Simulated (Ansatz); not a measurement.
Geometry optimisation, RKS r2SCANh/def2-SVP in Ansatz.

The input (input.yaml):

```yaml
crystal:
  periodic: [false, false, false]
  atoms:
    - { symbol: F, position_ang: [0.7181, -1.8626, -0.4688] }
    - { symbol: C, position_ang: [1.0565, -0.5104, -0.6929] }
    - { symbol: F, position_ang: [2.3115, -0.2411, -1.1431] }
    - { symbol: O, position_ang: [0.1763, 0.2198, -1.432] }
    - { symbol: C, position_ang: [0.2893, 0.5903, -0.1014] }
    - { symbol: Al, position_ang: [-1.3438, 0.1739, 0.9885] }
    - { symbol: H, position_ang: [-1.80709, 1.53922, 0.44732] }
    - { symbol: H, position_ang: [-1.8408, -1.3279, 1.0419] }
    - { symbol: H, position_ang: [-2.107, 1.3297, 1.8243] }
basis:
  gaussian: { orbitals: def2-SVP }
hamiltonian:
  xc: r2scanh
relax:
  f_tol: 0.02
  max_steps: 50
output:
  orbitals: {}
```

Launched with:

```bash
$ ansatz run input.yaml --threads 2 --pin off --max-ram 3072MiB --backend cpu --events-out ev --progress --plain --runs-dir out
```

**Question.** Where does it end, and by what steps?

**Answer.** The forces met the threshold. After 36 steps the energy has fallen by 5.679 eV; C5 moved furthest, 1.50 Å. Parted: Al6–H8 (1.58 → 2.76 Å). Joined: C5–H8 (3.09 → 1.10 Å).

| step | energy less start (eV) | largest force component (eV/Å) | accepted |
| --- | --- | --- | --- |
| 0 | 0.0000 | 2.731 | yes |
| 2 | -1.6251 | 1.979 | yes |
| 4 | -2.9708 | 1.454 | yes |
| 6 | -3.4416 | 0.629 | yes |
| 8 | -3.8989 | 0.901 | yes |
| 10 | -4.6088 | 1.569 | yes |
| 12 | -4.8938 | 1.294 | yes |
| 14 | -5.1154 | 1.251 | yes |
| 16 | -5.4610 | 0.919 | yes |
| 18 | -5.6037 | 0.643 | yes |
| 20 | -5.6582 | 0.191 | yes |
| 22 | -5.6677 | 0.114 | yes |
| 24 | -5.6725 | 0.110 | yes |
| 26 | -5.6734 | 0.123 | yes |
| 28 | -5.6764 | 0.063 | yes |
| 30 | -5.6775 | 0.071 | yes |
| 32 | -5.6784 | 0.044 | yes |
| 34 | -5.6786 | 0.027 | yes |
| 36 | -5.6787 | 0.011 | yes |

```xyz
9
Properties=species:S:1:pos:R:3
F 1.527 -1.596 -0.723
C 0.728 -0.540 -0.587
F 1.507 0.542 -0.389
O -0.266 -0.406 -1.460
C -0.595 -0.612 0.012
Al -1.322 0.991 0.912
H -1.556 2.292 0.052
H -0.935 -1.642 0.187
H -1.634 0.882 2.460
```

Time of the run: 2.2 min on 2 threads of Intel(R) Xeon(R) Platinum 8488C (Sapphire Rapids), with other jobs on the host, peak memory 0.27 GiB.
